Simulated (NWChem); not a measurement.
System: C₂H₄GeO; SMILES C1=[CH][GeH2][O]1

Here is an NWChem input.

```
start job
memory heap 200 mb stack 900 mb global 1100 mb
geometry units angstroms noautoz
  C      0.001691    -1.607767     0.000000
  C      1.127483    -0.857729     0.000000
  Ge    -0.042565     0.664053     0.000000
  O     -1.132667    -0.869728     0.000000
  H     -0.119718    -2.699744     0.000000
  H      2.173194    -1.154064     0.000000
  H     -0.283348     1.495193    -1.270519
  H     -0.283348     1.495193     1.270519
end
basis spherical
  * library 6-31g*
end
dft
  xc xwpbe 1.00 cpbe96 1.0 hfexch 1.00
  cam 0.1 cam_alpha 0.0 cam_beta 1.0
  iterations 150
  vectors input atomic output neutral.movecs
end
task dft energy
charge 1
dft
  odft
  mult 2
  vectors input atomic output cation.movecs
end
task dft energy
```

NWChem printed, in part:

```
             Northwest Computational Chemistry Package (NWChem) 7.3.0
             --------------------------------------------------------

 CS  symmetry detected

                             Geometry "geometry" -> ""
                             -------------------------

 Output coordinates in angstroms (scale by  1.889725989 to convert to a.u.)

  No.       Tag          Charge          X              Y              Z
 ---- ---------------- ---------- -------------- -------------- --------------
    1 C                    6.0000     0.01871297    -1.58380245     0.00000000
    2 C                    6.0000     1.15461988    -0.84917322     0.00000000
    3 Ge                  32.0000     0.00541508     0.68840966     0.00000000
    4 O                    8.0000    -1.10548380    -0.83037611     0.00000000
    5 H                    1.0000    -0.11756317    -2.67402387     0.00000000
    6 H                    1.0000     2.19619619    -1.15972873     0.00000000
    7 H                    1.0000    -0.22402112     1.52275322    -1.27051900
    8 H                    1.0000    -0.22402112     1.52275322     1.27051900

 Effective nuclear repulsion energy (a.u.)     266.5797796665

      Symmetry information
      --------------------

 Group name             Cs
 Group number              2
 Group order               2
 No. of unique centers     7

  pbe96 is a nonlocal functional; adding pw91lda local functional.

                                 NWChem DFT Module
                                 -----------------

 Summary of "ao basis" -> "ao basis" (spherical)
 ------------------------------------------------------------------------------
       Tag                 Description            Shells   Functions and Types
 ---------------- ------------------------------  ------  ---------------------
 C                           6-31g*                  6       14   3s2p1d
 Ge                          6-31g*                 12       32   5s4p3d
 O                           6-31g*                  6       14   3s2p1d
 H                           6-31g*                  2        2   2s

      Symmetry analysis of basis
      --------------------------

        a'         58
        a"         24

            General Information
            -------------------
          SCF calculation type: DFT
          Wavefunction type:  closed shell.
          No. of atoms     :     8
          No. of electrons :    56
           Alpha electrons :    28
            Beta electrons :    28
          Charge           :     0
          Spin multiplicity:     1
          Use of symmetry is: on ; symmetry adaption is: on
          Maximum number of iterations: 150
          AO basis - number of functions:    82
                     number of shells:    38
          Convergence on energy requested:  1.00D-06
          Convergence on density requested:  1.00D-05
          Convergence on gradient requested:  5.00D-04

              XC Information
              --------------
                     Hartree-Fock (Exact) Exchange  1.000
                     LC-wPBE(h)Exchange Functional  1.000
            Perdew 1991 LDA Correlation Functional  1.000 local
           PerdewBurkeErnz. Correlation Functional  1.000 non-local

           Range-Separation Parameters
           ---------------------------
           Alpha           :  0.00
           Beta            :  1.00
           Gamma           :  0.10
           Short-Range HF  :     F

             Grid Information
             ----------------
          Grid used for XC integration:  medium
          Radial quadrature: Mura-Knowles
          Angular quadrature: Lebedev.
          Tag              B.-S. Rad. Rad. Pts. Rad. Cut. Ang. Pts.
          ---              ---------- --------- --------- ---------
          C                   0.70       49           9.0       434
          Ge                  1.25      112           9.0       590
          O                   0.60       49           9.0       434
          H                   0.35       45          11.0       434
          Grid pruning is: on
          Number of quadrature shells:   394
          Spatial weights used:  Erf1

      Superposition of Atomic Density Guess
      -------------------------------------

 Sum of atomic energies:       -2227.08922716

      Non-variational initial energy
      ------------------------------

 Total energy =   -2229.020768
 1-e energy   =   -3630.968341
 2-e energy   =    1135.367793
 HOMO         =      -0.266525
 LUMO         =       0.016178

      Symmetry analysis of molecular orbitals - initial
      -------------------------------------------------

  Numbering of irreducible representations:

     1 a'          2 a"

  Orbital symmetries:

     1 a'          2 a'          3 a'          4 a"          5 a'
     6 a'          7 a'          8 a'          9 a'         10 a'
    11 a"         12 a'         13 a'         14 a'         15 a"
    16 a'         17 a"         18 a'         19 a'         20 a'
    21 a'         22 a'         23 a'         24 a"         25 a'
    26 a"         27 a'         28 a"         29 a'         30 a"
    31 a'         32 a'         33 a'         34 a"         35 a'
    36 a'         37 a"         38 a'

   convergence    iter        energy       DeltaE   RMS-Dens  Diis-err
 ---------------- ----- ----------------- --------- --------- ---------
 d= 0,ls=0.0,diis     1  -2229.9264384960 -2.50D+03  1.72D-02  7.38D-01
 d= 0,ls=0.0,diis     2  -2229.8611994607  6.52D-02  9.73D-03  1.61D+00
 d= 0,ls=0.0,diis     3  -2230.0081986469 -1.47D-01  3.14D-03  9.89D-02
 d= 0,ls=0.0,diis     4  -2230.0136627535 -5.46D-03  1.56D-03  3.45D-02
 d= 0,ls=0.0,diis     5  -2230.0178127711 -4.15D-03  3.07D-04  1.32D-03
  Resetting Diis
 d= 0,ls=0.0,diis     6  -2230.0179727272 -1.60D-04  4.06D-05  2.49D-05
 d= 0,ls=0.0,diis     7  -2230.0179748069 -2.08D-06  2.66D-05  2.26D-06
 d= 0,ls=0.0,diis     8  -2230.0179746581  1.49D-07  1.51D-05  3.69D-06
 d= 0,ls=0.0,diis     9  -2230.0179750864 -4.28D-07  3.30D-06  1.97D-07

         Total DFT energy =    -2230.017975086448
      One electron energy =    -3632.629371352433
           Coulomb energy =     1235.474747863997
    Exchange-Corr. energy =      -99.443131264476
 Nuclear repulsion energy =      266.579779666464

 Numeric. integr. density =       56.000025866819

                  Occupations of the irreducible representations
                  ----------------------------------------------

                     irrep           alpha         beta
                     --------     --------     --------
                     a'               21.0         21.0
                     a"                7.0          7.0

                       DFT Final Molecular Orbital Analysis
                       ------------------------------------

 Vector   26  Occ=2.000000D+00  E=-3.284651D-01  Symmetry=a'
              MO Center= -2.8D-01, -7.2D-01, -1.0D-14, r^2= 3.0D+00
   Bfn.  Coefficient  Atom+Function         Bfn.  Coefficient  Atom+Function
  ----- ------------  ---------------      ----- ------------  ---------------
    40      0.346909  3 Ge py                64     -0.305444  4 O  py
    63     -0.261865  4 O  px                18     -0.222203  2 C  py
    76     -0.197011  5 H  s                  4      0.192362  1 C  py
    68     -0.189842  4 O  py                75     -0.176223  5 H  s
    67     -0.172787  4 O  px                 3      0.171670  1 C  px

 Vector   27  Occ=2.000000D+00  E=-3.242570D-01  Symmetry=a'
              MO Center=  1.6D-01, -4.2D-01, -1.3D-15, r^2= 2.7D+00
   Bfn.  Coefficient  Atom+Function         Bfn.  Coefficient  Atom+Function
  ----- ------------  ---------------      ----- ------------  ---------------
    39      0.363432  3 Ge px                63     -0.352512  4 O  px
    18      0.305113  2 C  py                67     -0.255834  4 O  px
    78     -0.185021  6 H  s                 40     -0.163806  3 Ge py
    17     -0.159208  2 C  px                35     -0.143927  3 Ge px
    20      0.142381  2 C  s                 77     -0.137136  6 H  s

 Vector   28  Occ=2.000000D+00  E=-2.388219D-01  Symmetry=a"
              MO Center=  1.9D-01, -9.2D-01, -2.9D-16, r^2= 2.0D+00
   Bfn.  Coefficient  Atom+Function         Bfn.  Coefficient  Atom+Function
  ----- ------------  ---------------      ----- ------------  ---------------
    65     -0.418104  4 O  pz                19      0.407631  2 C  pz
    23      0.338690  2 C  pz                69     -0.335396  4 O  pz
     5      0.225501  1 C  pz                 9      0.133911  1 C  pz
    59     -0.047697  3 Ge d  1              49      0.037746  3 Ge d  1
    80      0.035020  7 H  s                 82     -0.035020  8 H  s

 Vector   29  Occ=0.000000D+00  E= 6.761511D-03  Symmetry=a'
              MO Center=  1.3D-01,  7.7D-01, -1.0D-15, r^2= 3.8D+00
   Bfn.  Coefficient  Atom+Function         Bfn.  Coefficient  Atom+Function
  ----- ------------  ---------------      ----- ------------  ---------------
    43      0.615470  3 Ge px                39      0.519548  3 Ge px
    20     -0.394289  2 C  s                 66      0.385244  4 O  s
    44      0.264463  3 Ge py                40      0.220881  3 Ge py
    35     -0.175549  3 Ge px                68      0.174441  4 O  py
    64      0.172223  4 O  py                22     -0.160939  2 C  py

[...]
```

Level: LC-wPBE (HJS exchange hole, range parameter 0.1 per bohr)/6-31G* (spherical d), vertical spin-unrestricted ions. Geometry: optimised at PBE0/def2-SVP.
